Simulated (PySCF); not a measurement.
MoO2Cl, SMILES [Mo+]([Cl])(=[O])=[O], charge +1, multiplicity 1. Atoms are numbered in the order given.

```xyz
4

Mo     0.3568    -0.2646     0.0000
O      0.9949     0.5370    -1.3136
O      0.9949     0.5370     1.3136
Cl    -1.8180     0.1483     0.0000
```
Charge +1, spin multiplicity 1.

Geometry optimised at PBE-D3(BJ)/def2-SVP. The spin state was assumed, not searched. The isomer is the one that the SMILES or the coordinates give; other isomers of the formula were not compared. The def2 effective core potentials stand for the cores of Mo; spin–orbit coupling is left out.

Computed with TDDFT-PBE/def2-SVPD run with PySCF.

Vertical excitations. Isolated molecule, no solvent. State labels are in the subgroup Cs.

Computed UV-visible absorptions:
```csv
state,symmetry,energy (eV),λ (nm),f,main pairs
S1,A",2.49,497,0.000,HOMO→LUMO 99 %
S2,A",2.86,434,0.001,HOMO−2→LUMO 99 %
S3,A',3.04,408,0.011,HOMO−1→LUMO 90 %
S4,A",3.64,341,0.000,HOMO→LUMO+1 94 %
S5,A',3.90,318,0.000,HOMO−3→LUMO 86 %
S6,A',3.98,311,0.001,"HOMO→LUMO+2 48 %, HOMO−1→LUMO+1 39 %, HOMO−3→LUMO 13 %"
S7,A",4.11,302,0.003,HOMO−2→LUMO+1 86 %
S8,A',4.27,290,0.010,"HOMO−2→LUMO+2 54 %, HOMO−1→LUMO+1 26 %, HOMO→LUMO+2 17 %"
S9,A",4.28,289,0.001,HOMO−1→LUMO+2 89 %
S10,A',4.48,277,0.021,"HOMO−2→LUMO+2 40 %, HOMO−1→LUMO+1 18 %, HOMO→LUMO+2 17 %, HOMO−3→LUMO+1 15 %"
T1,A",2.32,534,0,HOMO→LUMO 99 %
T2,A',2.55,487,0,HOMO−1→LUMO 98 %
T3,A",2.62,473,0,HOMO−2→LUMO 99 %
T4,A",3.34,371,0,HOMO→LUMO+1 89 %
```
Triplets are in the Tamm–Dancoff approximation, which puts them higher than full response would, so one can lie above its singlet here.
